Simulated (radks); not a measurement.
The numbers below are computed, except where a source is named.
All-electron atom: the dysprosium ion Dy5+ in [Kr] 4d10 4f8 5s1 5p6 (not the ground configuration).

Code: a radial shooting solver on a logarithmic mesh with Libxc functionals. Model: scalar-relativistic Kohn-Sham, r2SCAN, spin-polarised, spherical densities, finite nucleus; open shells are filled with parallel spins first (spin-orbit coupling, left out, can overturn this in heavy ions); meta-GGA in the generalised Kohn-Sham scheme; Fermi nuclear charge, rms radius 5.2218 fm.

Energy parts (Ry):
total: -24301.6335
kinetic: 26216.2460
electron-nucleus: -59148.5741
Hartree: 9153.3717
exchange-correlation: -522.6771

Orbitals (lengths in bohr, moments of r in powers of bohr; r(90%) holds 90 % of the orbital's charge):
orbital  occ.  eigenvalue (Ry)  r(90%)
1s up       1        -3954.373  0.0382
1s down     1        -3954.364  0.0382
2s up       1        -664.6242   0.139
2s down     1        -664.6197   0.139
2p up       3        -590.0778   0.129
2p down     3        -590.0710   0.129
3s up       1        -152.9248   0.344
3s down     1        -152.6647   0.343
3p up       3        -129.9230   0.349
3p down     3        -129.6619   0.349
3d up       5        -100.3005   0.330
3d down     5        -100.0969   0.330
4s up       1        -35.10390   0.759
4s down     1        -34.52688   0.759
4p up       3        -27.46887   0.812
4p down     3        -26.89416   0.812
4d up       5        -17.02191   0.905
4d down     5        -16.44208   0.906
5s up       1         -8.47513    1.74
5s down     0         -8.09291    1.78
5p up       3         -6.43589    1.97
5p down     3         -6.15029    2.02
4f up       7         -5.58331    1.22
4f down     1         -5.02243    1.27

The highest occupied level is 4f down at -68.334 eV. The configuration is held as typed, so some empty levels lie below it. The density falls to 0.001 e/bohr^3 at r = 2.92 bohr.
